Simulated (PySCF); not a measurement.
arsenic trifluoride anion (AsF3), SMILES F[As](F)F (connectivity only; charge and spin as stated), charge -1, multiplicity 2. The structure is a stationary point at PBE-D3(BJ)/def2-SVPD. The spin state was assumed, not searched.

These are PBE-D3(BJ)/def2-SVPD (PySCF) values and carry that method's errors.

Harmonic wavenumbers (cm⁻¹): 93, 161, 256, 403, 404, 560. Rotational constants (GHz): 9.475, 3.416, 2.511; symmetry number 2.

Problem. Work out the zero-point energy and the ideal-gas rigid-rotor harmonic-oscillator thermochemistry at 298.15 K and 1 atm.

Solution. ZPE = ½ Σ hcν = ½ × 1877 cm⁻¹ = 11.23 kJ/mol. H − E(el) = 28.09 kJ/mol. Entropy in J/(mol K): translation 169.63, rotation 102.12, vibration 42.90, spin 5.76, total 320.42. G − E(el) = -67.44 kJ/mol. Cp = 73.58 J/(mol K). Modes under 150 cm⁻¹ make the vibrational entropy uncertain.
